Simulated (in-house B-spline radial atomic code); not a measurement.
**Ionising the zinc ion Zn³⁺ with different functionals**

Computed with an all-electron radial atomic-structure program (B-spline basis): non-relativistic Hamiltonian, point nucleus, spin-polarised at highest spin, spherical fractional occupations for the functionals, and exact exchange of hybrids averaged over the configuration. The ionisation energy is the difference of two self-consistent energies, [Ar] 3d9 → [Ar] 3d8, without Breit or QED terms; ε is the level of the shell that loses the electron (its least bound occupied spin orbital).

```json
{"method": "PBE0", "rung": "global hybrid", "ΔSCF (eV)": "60.85", "-ε(3d) (eV)": "53.67"}
{"method": "B3LYP", "rung": "global hybrid", "ΔSCF (eV)": "61.11", "-ε(3d) (eV)": "53.21"}
{"method": "TPSSh", "rung": "global hybrid", "ΔSCF (eV)": "60.92", "-ε(3d) (eV)": "51.59"}
{"method": "M06-2X", "rung": "global hybrid", "ΔSCF (eV)": "60.43", "-ε(3d) (eV)": "57.43"}
{"method": "BHandHLYP", "rung": "global hybrid", "ΔSCF (eV)": "60.46", "-ε(3d) (eV)": "56.90"}
{"method": "r2SCAN0", "rung": "global hybrid", "ΔSCF (eV)": "?", "-ε(3d) (eV)": "?"}
{"method": "B97-1", "rung": "global hybrid", "ΔSCF (eV)": "?", "-ε(3d) (eV)": "?"}
{"method": "HSE06", "rung": "range-separated hybrid", "ΔSCF (eV)": "60.82", "-ε(3d) (eV)": "53.23"}
{"method": "wB97X", "rung": "range-separated hybrid", "ΔSCF (eV)": "60.66", "-ε(3d) (eV)": "55.86"}
{"method": "CAM-B3LYP", "rung": "range-separated hybrid", "ΔSCF (eV)": "61.07", "-ε(3d) (eV)": "55.23"}
{"method": "LC-wPBE", "rung": "range-separated hybrid", "ΔSCF (eV)": "61.15", "-ε(3d) (eV)": "55.99"}
```

**Question.** What does B97-1 give?

**Answer.** ΔSCF 60.90 eV, and -ε(3d) = 53.13 eV.

**Question.** What does r2SCAN0 give?

**Answer.** ΔSCF 60.89 eV, and -ε(3d) = 53.79 eV.

**Question.** Among the functionals, which spreads more, the ΔSCF values or the orbital energies?

**Answer.** The orbital energies: ΔSCF values span about 0.72 eV and the orbital energies 5.84 eV; here energy differences depend much less on the functional than eigenvalues do.

**Question.** How do they compare with the NIST value?

**Answer.** NIST lists 59.57 eV ± 0.019 (measured, ground level to ground level). Errors run from +0.86 to +1.58 eV. The correlated functionals all miss on the same side by more than they spread, so the cause is common to them (relativity, Breit-QED terms, multiplet and fine-structure energies, or a listed next ion that isn't the cheapest removal here) and closeness doesn't rank the functionals.
